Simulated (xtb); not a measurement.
Zn(H)(Me) (CH4Zn), SMILES [CH3][ZnH]. All values are semi-empirical tight-binding results from xtb (GFN2-xTB unless named), good for trends rather than for accurate numbers. Geometry: GFN2-xTB.

For metal compounds this method's bond lengths and energies can be far off.

### Question
Estimate the properties. (An estimate is asked for; the answer gives what the named calculation found.)

### Answer

```
Property                                       Value
-------------------------------------  -------------
point group as xtb finds it                      C3v
orbital gap                                  6.28 eV
zero-point energy                      24.4 kcal/mol
G − E(el) at 298.15 K (modified RRHO)   9.0 kcal/mol
```
